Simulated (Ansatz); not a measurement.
`FCO[SiH2]Cl` at its PBE0-D4/def2-TZVP geometry, where that method's forces vanish. Total charge 0; spin multiplicity 1.

```csv
atom,x (Å),y (Å),z (Å)
F1,1.9537,-0.2759,-0.1390
C2,0.8429,-1.0846,-0.1162
O3,-0.1634,-0.4952,0.6135
Si4,-0.8611,0.9627,0.3202
Cl5,-1.4451,1.0690,-1.6441
H6,1.1190,-2.0200,0.3745
H7,0.5400,-1.2474,-1.1559
H8,-2.0541,1.0079,1.1844
H9,0.0681,2.0834,0.5627
```

**Question.** For each bond, give half the difference of the two atoms' forces along it (eV/Å; positive pushes the atoms apart) under PBE-D4, r2SCAN-D4, B3LYP-D4, ωB97M-V in def2-TZVPP. (Estimate.)

**Answer.** Ansatz gave: 
```
   bond  length (Å)  PBE-D4  r2SCAN-D4  B3LYP-D4  ωB97M-V
  F1–C2       1.374    0.54       0.32      0.40     0.24
  C2–O3       1.376    0.22       0.23      0.21     0.21
  C2–H6       1.092    0.04      -0.11     -0.20    -0.18
  C2–H7       1.095    0.03      -0.10     -0.16    -0.17
 O3–Si4       1.643    0.26      -0.04      0.04     0.05
Si4–Cl5       2.052    0.13       0.04      0.23     0.10
 Si4–H8       1.474    0.03      -0.03     -0.16    -0.17
 Si4–H9       1.476    0.01      -0.03     -0.13    -0.18
```

B3LYP here is the variant with VWN-RPA as its local correlation; programs differ in this.
